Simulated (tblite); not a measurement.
C5H9NO, singlet, at a GFN2-xTB geometry; IPEA1-xTB run with tblite.

Here is a job for tblite.
```
$ tblite run mol.xyz --method ipea1 --charge 0 --spin 0 --json tblite.json --no-restart

# file mol.xyz
16

C      2.10718030    -0.10566990     0.05077275
N      0.69270521     0.08905907    -0.09332066
C      0.14997135     0.98033666    -1.08972839
C     -1.32752946     1.09849129    -0.69883366
C     -1.60250964    -0.19679329     0.06324944
C     -0.23541035    -0.62430679     0.57963264
O     -0.00257823    -1.45674522     1.42691988
H      2.59806457     0.83177957     0.32361649
H      2.54565104    -0.47833752    -0.87929269
H      2.25899065    -0.83912003     0.84118692
H      0.27013507     0.54960589    -2.09371243
H      0.67024368     1.94223616    -1.06616009
H     -1.46840915     1.95525366    -0.03929380
H     -1.97158737     1.22354647    -1.56688659
H     -2.30886961    -0.08111558     0.88246881
H     -1.97274293    -0.98564829    -0.59459778
```

The log (banner, timings and long lists left out):

```
xTB calculator
 | screened Coulomb repulsion
 | Coulomb electrostatics
 |  * isotropic Klopman-Ohno-Mataga-Nishimoto electrostatics
 |  * onsite third-order electrostatics
 | DFT-D3(BJ) dispersion correction

halogen bonding energy    0.0000000000000E+00 Eh
repulsion energy          3.8173846896039E-01 Eh
dispersion energy        -6.1681589157441E-03 Eh
number of electrons       4.0000000000000E+01 e
integral cutoff           4.0000000000000E+01 bohr

------------------------------------------------------------
  cycle        total energy    energy error   density error
------------------------------------------------------------
      1     -25.37974445275  -2.5755315E+01   5.2586987E-01
      2     -25.54300932909  -1.6326488E-01   3.3710711E-01
      3     -25.46378233519   7.9226994E-02   2.2801225E-01
      4     -25.75049953570  -2.8671720E-01   2.0502107E-02
      5     -25.75355693284  -3.0573971E-03   4.8911721E-03
      6     -25.75369908776  -1.4215492E-04   2.3893888E-03
      7     -25.75373523346  -3.6145705E-05   7.7984429E-04
      8     -25.75373747015  -2.2366930E-06   3.1981870E-04
      9     -25.75373752465  -5.4499541E-08   8.7719245E-05
     10     -25.75373755442  -2.9766891E-08   2.7736987E-05
     11     -25.75373755684  -2.4180373E-09   7.4215533E-06
------------------------------------------------------------

electronic energy        -2.6129307866883E+01 Eh
total energy             -2.5753737556839E+01 Eh

Post processing:
 | Mayer-Wiberg bond orders

[Info] JSON dump of results written to 'tblite.json'
```
